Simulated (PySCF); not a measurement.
# Fractional electron number in Ca (calcium, neutral)

The 4s beta orbital of [Ar] 4s2 is emptied in steps (occupation f), with all orbitals relaxed, ending at [Ar] 4s1. Calculation: PySCF 2.14, in x2c-TZVPall (6s5p3d, 36 functions); scalar relativity by spin-free X2C-1e. The exact energy is a straight line in f; departures are measured from the line between the end points of the same method.

| f | UHF (eV) | LDA (eV) | PBE (eV) | PBE0 (eV) | r2SCAN (eV) | LC-wPBE (eV) | BHandHLYP (eV) | TPSS (eV) | CAM-B3LYP (eV) |
| --- | --- | --- | --- | --- | --- | --- | --- | --- | --- |
| 1 | 0.000 | 0.000 | 0.000 | 0.000 | 0.000 | 0.000 | 0.000 | 0.000 | 0.000 |
| 0.75 | 0.035 | -0.449 | -0.441 | -0.318 | -0.368 | 0.020 | -0.237 | -0.422 | -0.182 |
| 0.5 | 0.042 | -0.600 | -0.593 | -0.426 | -0.475 | 0.022 | -0.323 | -0.578 | -0.250 |
| 0.25 | 0.029 | -0.451 | -0.447 | -0.319 | -0.341 | 0.013 | -0.249 | -0.461 | -0.196 |
| 0 | 0.000 | 0.000 | 0.000 | 0.000 | 0.000 | 0.000 | 0.000 | 0.000 | 0.000 |

For LDA, how does the orbital energy at f = 1 compare with the removal energy?

−ε = 3.860 eV against a total-energy difference of 6.240 eV. By Janak's theorem ε = ∂E/∂f, so the gap between them reflects the curvature. Along the path −ε is 5.034 (f = 0.75), 6.235 (f = 0.5), 7.440 (f = 0.25) eV.

| method | E(f=0) − E(f=1) (eV) | −ε at f=1 (eV) | −ε at f=0.5 (eV) |
| --- | --- | --- | --- |
| UHF | 5.139 | 5.341 | 5.124 |
| LDA | 6.240 | 3.860 | 6.235 |
| PBE | 6.097 | 3.763 | 6.079 |
| PBE0 | 6.019 | 4.330 | 6.015 |
| r2SCAN | 5.825 | 3.834 | 5.894 |
| LC-wPBE | 5.853 | 5.973 | 5.832 |
| BHandHLYP | 5.984 | 4.745 | 5.952 |
| TPSS | 5.997 | 3.776 | 5.908 |
| CAM-B3LYP | 6.108 | 5.166 | 6.071 |

Reference removal energy between the ground levels: 6.113 eV (measured; NIST Atomic Spectra Database, ionization energies). UHF lacks correlation.
